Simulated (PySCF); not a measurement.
## Ionisation energy of Te by level of theory

Te [Kr] 4d10 5s2 5p4 (3P) → Te⁺ [Kr] 4d10 5s2 5p3 (4S), as a difference of total energies. Calculation: PySCF 2.14, in def2-TZVPPD with the def2 core potential (28 electrons) (7s6p4d2f, 59 functions); a scalar-relativistic core potential. Correlated levels: valence: 4s2 4p6 4d10 frozen; valence and next inner shell: nothing frozen outside the core potential. The calculations carry no spin-orbit coupling.

| method | ionisation energy (eV) |
| --- | --- |
| UHF | 7.725 |
| LDA | 8.987 |
| PBE | 8.719 |
| PBE0 | 8.720 |
| r2SCAN | 8.728 |
| r2SCAN0 | 8.736 |
| B3LYP | 8.889 |
| r2SCANh | 8.731 |
| B2PLYP | 8.661 |
| MP2 (valence) | 8.315 |
| SCS-MP2 (valence) | 8.372 |
| MP2 (valence and next inner shell) | 8.380 |
| SCS-MP2 (valence and next inner shell) | 8.407 |

Question: How much does correlation contribute at MP2 (valence and next inner shell)?

Answer: 8.380 − (7.725) = 0.655 eV, measured against UHF.

Errors of the correlated levels include the incompleteness of this basis and the frozen core.

For comparison: 8.749 eV (measured; NIST levels, between the centres of gravity of the two terms).
